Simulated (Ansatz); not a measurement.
Basis-set extrapolation for C2H9BSSi, SMILES `BCS[SiH2]C` (PBE0-D4/def2-TZVP geometry, frozen core, Ansatz). Multiplicity 1, RHF reference.

```csv
,def2-TZVPP,def2-QZVPP
HF,-792.198607,-792.224019
MP2 correlation,-0.755183,-0.809158
CCSD(T) correlation,-0.858761,not run
```

Energies in hartree. Use E(X) = E(∞) + A·exp(−7.88·√X) for Hartree–Fock and E(X) = E(∞) + B·X^(−2.97) for correlation, with X = 3 and 4, and add CCSD(T) minus MP2 of the smaller set to the MP2 limit.

**Question.** What is the CCSD(T) energy at the basis-set limit?

**Answer.** HF limit: -792.224019 + (-0.025412) × 0.13774 = -792.22752. MP2 limit: -0.809158 + (-0.053975) × 0.74074 = -0.84914. Higher-order term: -0.858761 − (-0.755183) = -0.10358. Total: -793.18024 hartree, 3.34 eV below CCSD(T)/def2-TZVPP.
